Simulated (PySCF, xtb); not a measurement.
FOS, SMILES O=[S]F (connectivity only; charge and spin as stated), charge -1, multiplicity 1.

GFN2-xTB (xtb) at its own geometry gives an orbital gap of 1.84 eV.

Geometry: PBE0-D3(BJ)/def2-TZVPD. The spin state was assumed, not searched. The isomer is the one that the SMILES or the coordinates give; other isomers of the formula were not compared.

### Question
What does B3LYP/def2-TZVPD in PySCF give? (The exact figures need the calculation; the answer reports its results.)

### Answer
gap 3.05 eV (levels 0.96 and 4.01 eV).
